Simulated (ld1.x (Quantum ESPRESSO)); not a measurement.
**What one change does to a pseudopotential (Ho (Z = 67), TM)**

* Element: holmium
* Generator: ld1.x (Quantum ESPRESSO) 7.5
* Type: norm-conserving Troullier–Martins (Kleinman–Bylander form)
* Functional: PBE
* Relativity: scalar-relativistic
* Frozen core: [Kr] 4d10 4f10
* Valence charge: 11
* Reference configuration: 5s2 5p6 5d1 6s2 6p0
* Partial waves: 5p (bound): rc 1.55 bohr; 5d (bound): rc 2.45 bohr; 5s (bound): rc 1.35 bohr
* Local potential: the s channel
* Core correction: none

Occupied shells without a wave of their own: 6s. They enter only through the test configuration that unscreens the potential.

All-electron outer shells of the reference configuration (PBE, scalar-relativistic, ld1.x):

```json
{"shell": "4d", "level (eV)": "-166.33", "outermost node (bohr)": "0.25", "outermost maximum (bohr)": "0.52"}
{"shell": "5s", "level (eV)": "-54.41", "outermost node (bohr)": "0.61", "outermost maximum (bohr)": "1.13"}
{"shell": "5p", "level (eV)": "-29.13", "outermost node (bohr)": "0.66", "outermost maximum (bohr)": "1.28"}
{"shell": "4f", "level (eV)": "-9.36", "outermost node (bohr)": "–", "outermost maximum (bohr)": "0.52"}
{"shell": "6s", "level (eV)": "-4.34", "outermost node (bohr)": "1.52", "outermost maximum (bohr)": "3.26"}
{"shell": "5d", "level (eV)": "-2.20", "outermost node (bohr)": "0.74", "outermost maximum (bohr)": "1.91"}
{"shell": "6p", "level (eV)": "-1.33", "outermost node (bohr)": "1.84", "outermost maximum (bohr)": "4.46"}
```

Change: core correction a·sin(br)/r model core inside 0.94 bohr (6s counted twice).

Cutoffs: the cutoffs (Ry, on a coarse ladder) from which the occupation-weighted sum of valence levels, in a spherical-Bessel basis at the reference potential, stays within 10 and 1 mRy of its value at 400 Ry; they do not see the model core or the augmentation charge, which bear on the density cutoff. Errors are all-electron minus pseudo energies relative to the spin-unpolarised reference configuration.

Q: How do hardness, ghosts and transferability respond?

A: The potential gets neither clearly harder nor softer (80 Ry and 140 Ry → 80 Ry and 140 Ry); of the 7 tests that both files solve, the error grows in 7 and shrinks in 0 by more than 15 % and 0.3 meV (median size 171.1 → 248.2 meV); neither file shows a bound ghost at the reference potential, the only one tested. In the changed file ld1.x takes every shell without a wave as core, so the model core holds the 6s electrons as well and exchange and correlation see them twice. This cancels in the reference configuration, but the file is broken for other ones, and its errors say nothing about a proper core correction. A model core, the more so a compact one, raises the density cutoff, which this test does not measure.

| quantity | base | changed |
| --- | --- | --- |
| cutoff, loose | 80 Ry | 80 Ry |
| cutoff, tight | 140 Ry | 140 Ry |
| bound ghosts | none | none |
| largest miss of a reference level, eV | 0.06 | 0.06 |
| error for 5s2 5p6 5d1 6s1 6p0, meV [ΔE 6.94 eV] | -73 | -204 |
| error for 5s2 5p6 5d1 6s0 6p0, meV [ΔE 19.54 eV] | -171 | -756 |
| error for 5s2 5p6 5d0 6s0 6p0, meV [ΔE 39.48 eV] | -310 | -1247 |
| error for 5s1 5p6 5d1 6s2 6p0, meV [ΔE 60.19 eV] | -321 | -418 |
| error for 5s2 5p5 5d1 6s2 6p0, meV [ΔE 34.34 eV] | -184 | -248 |
| error for 5s2 5p6 5d1 6s1.5 6p0, meV [ΔE 2.80 eV] | -33 | -63 |
| error for 5s2 5p6 5d1.5 6s1.5 6p0, meV [ΔE 1.11 eV] | -28 | -33 |
| s: phases at 2.65 bohr within 0.05 rad from the reference energy up to (Ry; the scan ends near 5) | 0.0 | 0.0 |
| p: phases at 2.65 bohr within 0.05 rad from the reference energy up to (Ry; the scan ends near 5) | 1.3 | 1.3 |
| d: phases at 2.65 bohr within 0.05 rad from the reference energy up to (Ry; the scan ends near 5) | 3.3 | 3.3 |

Base: The 6s level has no wave, so the channel is fitted at the deeper level alone: the likely source of the large errors. Changed file: These tests converged, but a pseudo level misses the all-electron one widely, so the file describes the atom poorly there or has found another state: 5s2 5p6 5d1 6s1 6p0: empty 6p by 4.1 eV; 5s2 5p6 5d1 6s0 6p0: empty 6p by 7.7 eV; 5s2 5p6 5d0 6s0 6p0: empty 6p by 11.7 eV.
